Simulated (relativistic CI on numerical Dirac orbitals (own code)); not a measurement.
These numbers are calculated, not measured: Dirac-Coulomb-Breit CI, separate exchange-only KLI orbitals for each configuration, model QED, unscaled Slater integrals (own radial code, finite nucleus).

CI space (outside the closed core [Ar] 3d10): 4s2 4p2, 4s 4p3, 4s2 4p 4d, 4p4, 4s2 4d2, 4s2 4p 4f, 4s 4p2 4d, 4s 4p2 4f, 4s2 4f2, 4p2 4d2, 4p3 4d, 4s2 4d 4f, 4s 4p 4d2, 4p2 4f2, 4p3 4f, 4s 4p 4d 4f, 4s 4p 4f2, 4p2 4d 4f, 4s2 4d 5s, 4s2 4p 5s, 4p3 5s, 4s2 4f 5s, 4s2 4p 5p, 4s 4p 4d 5s, 4s 4p2 5s, 4s2 4p 5d, 4s 4p 4f 5s, 4p2 4d 5s, 4s2 4p 5f, 4s 4p2 5p, 4s2 4p 5g, 4p2 4f 5s, 4s 4p2 5d, 4s2 5s2, 4s 4p2 5f, 4s2 4p 6s. Levels of other configurations are missing.

At this charge energies of transitions that change n are usually good to better than 1 %, and those within a shell (Δn = 0) to a few per cent.

Outline of the computed level scheme of Bi LII. Lowest level of each configuration: 4s2 4p2 3P_0 at 0.000 eV; 4s 4p3 3P°_2 at 292.860 eV; 4s2 4p 4d 3F°_2 at 358.262 eV; 4s 4p2 4d 3D_1 at 480.194 eV; 4s2 4p 4f 3G_3 at 607.878 eV; 4p4 3P_2 at 610.432 eV.

Some strong electric-dipole decays among the lowest 45 levels: 4s2 4p 4d 3D°_1 → 4s2 4p2 3P_0 (3.9e+12 s⁻¹); 4s 4p2 4d 3D_2 → 4s 4p3 3P°_2 (3.0e+12 s⁻¹); 4s2 4p 4d 3P°_0 → 4s2 4p2 3P_1 (2.8e+12 s⁻¹); 4s2 4p 4d 3P°_1 → 4s2 4p2 3P_1 (2.5e+12 s⁻¹); 4s2 4p 4d 3F°_3 → 4s2 4p2 1D_2 (2.5e+12 s⁻¹); 4s 4p2 4d 3D_3 → 4s 4p3 3P°_2 (2.5e+12 s⁻¹); 4s2 4p 4d 3D°_2 → 4s2 4p2 1D_2 (2.0e+12 s⁻¹); 4s 4p2 4d 3P_1 → 4s 4p3 3P°_2 (2.0e+12 s⁻¹).

LS names give the leading component of a level, which can be under half, so a name can repeat, a term be missing and a line seem to break the LS rules.
